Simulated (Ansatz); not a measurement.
A calculation with Ansatz (development build ahead of 0.2.0).

```yaml
crystal:
  periodic: [false, false, false]
  atoms:
    - { symbol: Pd, position_ang: [0.0, 0.0, 0.0] }
    - { symbol: O, position_ang: [0.0, 0.0, 1.65] }
basis:
  gaussian: { orbitals: def2-TZVPP }
magnetization:
  spin_polarized: true
hamiltonian:
  xc: { name: wB97X }
```

The input is written out in the form of the current development build from the run's settings. The basis set brings a core potential for Pd, so the total leaves out those core electrons.

The run gave:

* Converged: yes
* Total energy: -203.02013 hartree
* Spin squared of the determinant: 1.008
* Stability test: minimum

Caution: another spin multiplicity may lie lower; the unrestricted determinant is a mixture of spin states.
